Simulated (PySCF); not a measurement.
C$_{6}$H$_{6}$, charge -1, doublet, geometry from GFN2-xTB (a state made from the parent by changing its charge; the spin is typed, not shown lowest) (in this run its highest filled SCF level lies above zero, so its values depend strongly on the basis, on diffuse functions most of all). Base run: PySCF with DF-B3LYP/6-31G*.

The PySCF input:
```python
from pyscf import gto, scf, dft

mol = gto.M(
    atom='''
C    -0.79209486    1.14402906    0.04294872
C    -1.40815868   -0.08704909   -0.05219417
C    -0.57965949   -1.28365722   -0.09711679
C     0.79209486   -1.14402906   -0.04294872
C     1.40815868    0.08704909    0.05219417
C     0.57965949    1.28365722    0.09711679
H    -1.41475422    2.04334103    0.07671036
H    -2.49017263   -0.17889071   -0.09381208
H    -1.04845221   -2.26117925   -0.17198459
H     1.41475422   -2.04334103   -0.07671036
H     2.49017263    0.17889071    0.09381208
H     1.04845221    2.26117925    0.17198459
''',
    basis='6-31g*',
    charge=-1,
    spin=1,
    verbose=4,
)

mf = dft.UKS(mol)
mf.xc = 'b3lyp'
mf = mf.density_fit(auxbasis='def2-universal-jkfit')
mf.kernel()
```

Variants of this job, named by their change:

| change | E (Eh) | HOMO (eV) | <S^2> | core-seconds (rough) | outcome |
|---|---|---|---|---|---|
| base | -232.16511 | 4.18 | 0.761 | 10 | converged |
| functional = wb97x | -232.09797 | 1.86 | 0.769 | 20 | converged |
| functional = mn15 | -231.85255 | 3.51 | 0.761 | 30 | converged |
| functional = r2scan | -232.02319 | 4.64 | 0.765 | 40 | converged |
| functional = b97m_v | - | - | - | - | cut at the time limit |
| functional = tpss | -232.20849 | 4.86 | 0.759 | 50 | converged |
| functional = wb97x_v | - | - | - | - | cut at the time limit |
| functional = bhandhlyp | -232.01335 | 3.12 | 0.777 | 20 | converged |
| functional = m062x | -232.05497 | 3.13 | 0.759 | 30 | converged |
| functional = hf | -230.59630 | 1.59 | 0.841 | 1 | converged |
| functional = blyp; dispersion = d3bjm | -232.07260 | 5.12 | 0.755 | 20 | converged |
| functional = x3lyp | -232.04532 | 4.16 | 0.762 | 10 | converged |
| functional = hse06 | -231.90383 | 4.29 | 0.765 | 40 | converged |

Total energies compare only within one method and basis.

Open shells are given as the SCF converged; they aren't shown to be the lowest states, and a large step between rows can be another state.
